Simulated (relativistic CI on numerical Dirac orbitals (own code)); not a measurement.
Electric-dipole lines of Kr6+

Method of calculation: Dirac-Coulomb-Breit CI, orbitals from a KLI potential per configuration, a model potential for QED, unscaled Slater integrals (own radial code, finite nucleus).

Configurations in the expansion (outside the closed core [Ar]): 3d10.4s2, 3d10.4s.4p, 3d10.4p2, 3d10.4s.4d, 3d10.4s.4f, 3d10.4d2, 3d10.4p.4d, 3d10.4s.5s, 3d10.4f2, 3d10.4s.5p, 3d10.4p.4f, 3d10.4s.5d, 3d10.4p.5s, 3d10.4s.6s, 3d10.4s.6p, 3d10.4s.5f, 3d10.4s.5g, 3d10.4d.4f, 3d10.4s.6d, 3d10.4s.7s, 3d10.4s.7p, 3d10.4s.7d, 3d9.4s2.4p, 3d10.4d.5s, 3d10.5s2, 3d10.4f.5s. Double excitations out of closed p, d and f shells are left out; levels of such configurations are missing from the list, as are those of other unlisted configurations, and high levels can miss mixing partners. These lack a partner that the ground configuration has and come out too high: 3d9.4s2.4p.

```tsv
λ vac (nm)	Lower	Upper	A (s⁻¹)	gf	Branching (%)
43.333	3d10.4s.4p 3P°_1 [3]	3d10.4s.4d 3D_2 [12]	1.67e+10	2.35e+00	75.9
44.408	3d10.4s.4p 3P°_2 [4]	3d10.4s.4d 3D_3 [13]	2.11e+10	4.37e+00	100.0
44.791	3d10.4p2 1D_2 [7]	3d10.4s.4f 1F°_3 [27]	2.27e+10	4.78e+00	97.2
45.337	3d10.4p2 3P_1 [8]	3d10.4p.4d 3P°_2 [25]	1.80e+10	2.78e+00	67.1
45.560	3d10.4p2 3P_2 [9]	3d10.4p.4d 3D°_3 [31]	2.78e+10	6.06e+00	83.0
47.872	3d10.4p.4d 3D°_3 [31]	3d10.4d2 3F_4 [83]	3.36e+10	1.04e+01	71.0
47.943	3d10.4p.4d 3D°_2 [30]	3d10.4d2 3F_3 [81]	2.39e+10	5.76e+00	49.5
48.172	3d10.4s.4p 1P°_1 [5]	3d10.4s.4d 1D_2 [14]	3.05e+10	5.31e+00	99.5
54.416	3d10.4p.4d 1F°_3 [36]	3d10.4d2 1G_4 [93]	3.88e+10	1.55e+01	66.9
54.900	3d10.4s.4d 1D_2 [14]	3d10.4p.4d 1F°_3 [36]	3.37e+10	1.07e+01	83.9
55.482	3d10.4s.4d 3D_1 [11]	3d10.4s.4f 3F°_2 [32]	1.89e+10	4.37e+00	84.8
55.551	3d10.4s.4d 3D_2 [12]	3d10.4s.4f 3F°_3 [33]	2.02e+10	6.53e+00	89.8
55.663	3d10.4s.4d 3D_3 [13]	3d10.4s.4f 3F°_4 [34]	2.27e+10	9.49e+00	100.0
57.644	3d10.4s2 1S_0 [1]	3d10.4s.4p 1P°_1 [5]	1.17e+10	1.75e+00	100.0
61.583	3d10.4s.4p 3P°_2 [4]	3d10.4p2 3P_2 [9]	6.22e+09	1.77e+00	71.9
67.440	3d10.4s.4f 3F°_4 [34]	3d10.4p.4f 3G_5 [66]	1.93e+10	1.45e+01	73.6
68.129	3d10.4s.4f 3F°_3 [33]	3d10.4p.4f 3G_4 [65]	1.62e+10	1.01e+01	66.5
68.954	3d10.4s.4f 3F°_2 [32]	3d10.4p.4f 3G_3 [64]	1.62e+10	8.09e+00	64.9
119.65	3d10.4s.5p 3P°_2 [23]	3d10.4s.5d 3D_3 [39]	3.49e+09	5.25e+00	75.7
134.57	3d10.4s.5d 3D_3 [39]	3d10.4s.5f 3F°_4 [53]	3.80e+09	9.28e+00	72.6
```

Terms are leading LS components. Brackets give the number of a level in order of energy, since labels repeat. The list gives strong lines, with weight on those to low levels, without lines whose two gauges differ by over a factor of 2.5, among the lowest 116 of 147 levels, so that lines to higher ones, which can be the strongest, are missing. Levels whose partners in the same complex of configurations lie outside the list can be far off, and so can their lines. Rates are taken at the computed energies, electric ones in the length gauge.

At this charge configurations can still be misplaced by up to about 7 % of their energy. 26 of the 26 excited levels that our extract of the measured tables holds in this range could be paired (the sources list more); they are missed by 4017 cm⁻¹ on average and 8128 at most, and levels without a partner can miss by more.

LS names give the leading component of a level, which can be under half, so a name can repeat, a term be missing and a line seem to break the LS rules.
